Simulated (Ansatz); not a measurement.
One geometry of Cd₂SCl₂⁻, several levels of theory.

```yaml
crystal:
  periodic: [false, false, false]
  atoms:
    - {symbol: Cd, position_ang: [0.679306, 0.770142, 1.424243]}
    - {symbol: Cd, position_ang: [-0.871517, -0.241148, -1.505047]}
    - {symbol: S, position_ang: [-0.631405, 1.712360, -0.256850]}
    - {symbol: Cl, position_ang: [1.963324, -0.108611, 3.102153]}
    - {symbol: Cl, position_ang: [-1.139708, -2.132733, -2.764499]}
basis:
  gaussian: {orbitals: def2-TZVPD, initial_orbitals: start.molden}
total_charge: -1
magnetization: {spin_polarized: true, initial_magnetization: 1}
hamiltonian: {xc: pbe, dispersion: d4}
scf: {omitted_lower_state_checks: [starts]}
output: {orbitals: {seedname: orbitals}}
```

The file start.molden holds the orbitals of an earlier run on this structure, at another level or in another basis.

```sh
$ ansatz run in.yaml --threads 4 --pin off --events-out ev --progress --plain --max-ram 3916MiB
```

Shortened log:

```
Functional definition: PBE
1591 factors; their error is unknown
mean field evaluation 1: about -45003.1167 eV, gradient 1.0e1 eV
mean field evaluation 2: about -45003.2956 eV, gradient 2.7e-1 eV
mean field evaluation 4: about -45003.2906 eV, gradient 5.0e-2 eV
mean field evaluation 8: about -45003.2906 eV, gradient 2.6e-5 eV
mean field -45003.29056577 eV, -1653.8404239660 hartree, gradient 2.6e-5 eV, S^2 0.750737; 0 other end points of the search recorded, 0 dependent functions left out
reference -45003.29061984 eV, -1653.8404259532 hartree; 46, 45 occupied and 172, 173 virtual orbitals, 1591 factors
Total energy: -45003.50090138 eV, -1653.8481536573 hartree
Checks for a lower state left out: starts
```

Hardware: 4 threads of Arm Neoverse V1 on a shared host. Wall time 6.5 s.

First input, but with `hamiltonian: {xc: pbe0, dispersion: d4}` (abridged; 17 s):

```
Functional definition: PBE0
mean field -45005.46280160 eV, -1653.9202521606 hartree, gradient 1.4e-5 eV, S^2 0.752207
Total energy: -45005.64551155 eV, -1653.9269666274 hartree
Checks for a lower state left out: starts
```

The first input with `hamiltonian: {xc: r2scan, dispersion: d4}` (abridged; 20 s):

```
Functional definition: r2SCAN
mean field -45018.67981299 eV, -1654.4059683702 hartree, gradient 1.9e-5 eV, S^2 0.752667
Total energy: -45018.72825763 eV, -1654.4077486779 hartree
Checks for a lower state left out: starts
```

Geometry: r2SCAN-D4/def2-SVP, that of the neutral singlet.

In the def2 sets Cd takes a core potential; there is no spin–orbit coupling. At PBE-D4/def2-TZVPD, PBE0-D4/def2-TZVPD, r2SCAN-D4/def2-TZVPD the highest occupied level of the charge -1 doublet lies above zero (up to 0.81 eV). By energy differences its removal costs 1.09 eV (vertical, to the charge 0 singlet, at r2SCAN-D4/def2-TZVPD); a positive level beside a positive removal energy at the same level points to self-interaction error. The structure comes from a short search, and lower isomers may exist.
